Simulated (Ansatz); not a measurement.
`N[BH][SbH2]` + NH₃ → `NBN` + `[SbH3]` at 400 K and 1 bar (cleavage of the B–Sb bond).

Program: Ansatz. Geometries: PBE0-D4/def2-TZVP. ΔE: electronic, gas phase. CCSD(T)/CBS is the MP2 limit (def2-TZVPP, def2-QZVPP) plus CCSD(T) − MP2 in def2-TZVPP, frozen cores. This one scheme is used for every species. def2 core potentials past Kr. For Sb outer-core shells are correlated without core-valence functions, which leaves a few kJ/mol of doubt a bond. One conformer a species, not always the lowest.

```
      species  CCSD(T)/CBS energy (Eh)  H − E (kJ/mol)  S (J/(mol·K))
`N[BH][SbH2]`               -322.54254           166.6          338.1
          NH₃                -56.50880           104.2          203.1
        `NBN`               -137.29421           197.3          285.4
     `[SbH3]`               -241.78682            65.3          245.6
```

H − E and S are ideal-gas, rigid-rotor, harmonic terms from PBE0-D4/def2-TZVP, for one conformer and one mirror image of each species. 1 Eh = 2625.50 kJ/mol, R = 8.31446 J/(mol·K).

Task: By hand: ΔE, ΔH, ΔS and ΔG.

Result: ΔE = (-137.29421) + (-241.78682) − (-322.54254) − (-56.50880) = -0.02969 Eh = -78.0 kJ/mol. Δ(H − E) = 197.3 + 65.3 − 166.6 − 104.2 = -8.2, so ΔH = -86.2 kJ/mol. ΔS = 285.4 + 245.6 − 338.1 − 203.1 = -10.2 J/(mol·K). ΔG = -86.2 − 400 × (-10.2)/1000 = -82.1 kJ/mol.

Task: By hand: the equilibrium constant, and the temperature at which ΔG would vanish if ΔH and ΔS stayed fixed.

Result: log₁₀ K = −ΔG/(RT ln 10) = 10.7. ΔG = 0 at ΔH/ΔS = 8451 K, far beyond where these terms or the molecules hold.

The number of gas molecules stays the same, so ΔS is small and ΔH decides. A doubt of 5 kJ/mol in ΔE shifts log₁₀ K by 0.7 here. Other conformers and mirror images would add mixing entropy, several J/(mol·K) or more a flexible species. These are equilibria of isolated gas molecules and say nothing of rates. Largest T1 diagnostic: 0.014 (customary marks: 0.02 for closed shells, 0.045 for open ones).
